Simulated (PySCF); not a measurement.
Dipole response of Ne²⁺ (neon, charge +2)

[He] 2s2 2p3 3s1, high-spin 5S determinant (an excited configuration). Calculation: PySCF 2.14, in x2c-TZVPPall with one added diffuse shell each of s, p, d type (6s4p3d1f, 40 functions); scalar relativity by spin-free X2C-1e. Coupled (time-dependent) response in atomic units; α is the mean over directions.

```
 method  mean α (bohr³)  C₆ (like pair)  S(−4)
    UHF           27.23           97.62  960.6
    PBE           23.50           78.13  727.2
   PBE0           24.74           84.40  802.4
  HSE06           23.60           78.99  726.9
r2SCANh           26.50           95.82  877.2
```

S(−4) is the Cauchy moment in α(ω) = α(0) + S(−4) ω² + …

α(iu) at PBE:

| u (hartree) | α(iu) (bohr³) |
| --- | --- |
| 0 | 23.50 |
| 0.0500 | 21.81 |
| 0.100 | 18.00 |
| 0.200 | 10.79 |
| 0.300 | 6.685 |
| 0.500 | 3.293 |
| 0.750 | 1.853 |
| 1.00 | 1.251 |
| 1.50 | 0.7412 |
| 2.00 | 0.5198 |
| 3.00 | 0.3135 |
| 5.00 | 0.1549 |

A single London oscillator, α(iu) = α/(1 + u²/ω²), gives C₆ = (3/4) ω α². Matching the computed C₆ needs ω = 4 × 78.13 / (3 × 23.50²) = 0.189 hartree.

For an ion, C₆ is the dispersion term alone; charge-induced terms of lower order in 1/R come first.

The outer electron is Rydberg-like, and this basis confines it to a smaller radius and binds it less than a complete one would.
